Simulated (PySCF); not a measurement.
## Two-photon absorption: SMILES CC1=C/C=C\C=C/C=C\1, C$_{9}$H$_{10}$

Geometry:
| atom | x (Å) | y (Å) | z (Å) |
| --- | --- | --- | --- |
| C1 | 2.550 | 0.255 | 0.574 |
| C2 | 1.186 | 0.000 | 0.002 |
| C3 | 0.637 | -1.228 | 0.024 |
| C4 | -0.647 | -1.648 | -0.547 |
| C5 | -1.860 | -1.132 | -0.291 |
| C6 | -2.173 | -0.011 | 0.602 |
| C7 | -1.637 | 1.219 | 0.568 |
| C8 | -0.636 | 1.708 | -0.387 |
| C9 | 0.564 | 1.171 | -0.650 |
| H10 | 3.239 | 0.626 | -0.204 |
| H11 | 2.984 | -0.654 | 1.015 |
| H12 | 2.508 | 1.034 | 1.353 |
| H13 | 1.237 | -2.038 | 0.459 |
| H14 | -0.608 | -2.543 | -1.182 |
| H15 | -2.728 | -1.636 | -0.734 |
| H16 | -2.986 | -0.191 | 1.317 |
| H17 | -2.043 | 1.970 | 1.257 |
| H18 | -0.893 | 2.646 | -0.897 |
| H19 | 1.213 | 1.703 | -1.358 |

Level of theory: PySCF, TDDFT CAM-B3LYP/aug-cc-pVDZ excited states, vertical, gas phase. Geometry: PBE0-D3(BJ)/def2-SVP.

(1) How strongly do the lowest singlets absorb one photon, and two photons of half the energy?

Results:

(1) δ for parallel linear polarisation; σ at the peak of a Lorentzian of half width 0.1 eV, single beam; Ω is circular over linear.
```csv
state,E (eV),f,photon λ (nm),δ (au),σ (GM),Ω,main
S1,3.77,0.001,658,1.05,0.01,0.71,HOMO→LUMO 0.98
S2,5.39,0.002,460,208,2.22,0.23,HOMO→LUMO+1 0.80
S3,5.45,0.002,455,47.9,0.52,0.51,"HOMO−1→LUMO 0.38, HOMO→LUMO+2 0.22"
S4,5.56,0.003,446,16.2,0.18,0.56,"HOMO−2→LUMO 0.29, HOMO→LUMO+3 0.26"
S5,5.83,0.123,425,110,1.38,1.31,"HOMO→LUMO+2 0.47, HOMO−1→LUMO 0.40"
S6,5.90,0.040,420,27.4,0.35,1.45,"HOMO→LUMO+3 0.51, HOMO−2→LUMO 0.29"
```

Among these, the strongest one-photon state is S5, the strongest two-photon state S2, with a dipole change of 3.2 D (relaxed, norm of the difference vector).
